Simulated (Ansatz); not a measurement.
**A basis-limit estimate, worked out**

An elementary step of SiPN2H9, singlet (SiN₂H₆ ([NH2][SiH2][NH2]) + PH₃ → SiPNH₆ ([NH2][SiH2][PH2]) + NH₃; bonds formed: Si1–P7, N2–H6; bonds broken: Si1–N2, H6–P7). “Start” is the structure reached by relaxing down from the saddle towards the reactants; PBE0-D4/def2-TZVP structures. The saddle:

```
atom    x (Å)    y (Å)    z (Å)
 Si1  -0.1663   0.5280   0.5632
  N2   0.7112  -1.0481   0.0516
  H3  -1.5972   0.1902   0.4927
  H4   0.6274   1.6104  -0.0404
  N5   0.1168   0.7084   2.2482
  H6   0.4170  -1.0909  -1.0191
  P7  -0.6391   0.0680  -2.2801
  H8   0.3894  -1.8660   0.5618
  H9   1.7215  -0.9887   0.1470
 H10   0.8598   1.2692   2.6292
 H11  -0.5310   0.3985   2.9525
 H12  -0.0672   0.6234  -3.4494
 H13  -1.8424  -0.4023  -2.8574
```

Ansatz 0.2.0; basis: def2-TZVPP and def2-QZVPP; cores frozen in the correlated methods.

Energies in eV:

| quantity | saddle | start |
| --- | --- | --- |
| Hartree–Fock, triple zeta (X = 3) | -20241.04322 | -20243.39732 |
| Hartree–Fock, quadruple zeta (X = 4) | -20241.74257 | -20244.09069 |
| MP2 correlation, X = 3 | -20.55464 | -20.03642 |
| MP2 correlation, X = 4 | -22.05094 | -21.50011 |
| CCSD(T) correlation, X = 3 | -22.90339 | -22.43214 |

Question: Work out the barrier at the basis limit: extrapolate Hartree–Fock as E(X) = E∞ + A exp(−7.88 √X) and the MP2 correlation as E(X) = E∞ + B X^−2.97 (the exponents that Neese and Valeev fitted for def2-TZVPP and QZVPP), then add CCSD(T) − MP2 in triple zeta.

Answer: Each step is linear, so take the differences first (saddle − start): Hartree–Fock 2.35410 (X = 3) and 2.34812 (X = 4); MP2 correlation -0.51822 and -0.55083; CCSD(T) correlation -0.47125.
Two points give E∞ = E(4) + w [E(4) − E(3)], with w = 1/(exp(7.88 (2 − √3)) − 1) = 0.1377 for Hartree–Fock and w = 1/((4/3)^2.97 − 1) = 0.7407 for the correlation.
Hartree–Fock: 2.34812 + 0.1377 × (-0.00598) = 2.3473 eV.
MP2 correlation: -0.55083 + 0.7407 × (-0.03261) = -0.5750 eV.
CCSD(T) − MP2: -0.47125 − (-0.51822) = 0.0470 eV.
Sum: 2.3473 + (-0.5750) + 0.0470 = 1.8193 eV, or 41.95 kcal/mol. Plain CCSD(T) in triple zeta gives 1.8828 eV, so the larger basis shifts the result by -0.0635 eV.

No T1 diagnostic of these runs exceeds 0.012.

Labels in which every atom is bracketed show which atoms are joined, not bond orders.

For scale, one of the runs: CCSD(T)/def2-TZVPP, 272 basis functions, launched by `ansatz run in.yaml --threads 8 --pin off --events-out ev --progress --plain --max-ram 19148MiB`. Time: 89 s of wall clock on 8 CPU threads of an Arm Neoverse V2; the host was shared. Peak host memory: 6.9 GiB.
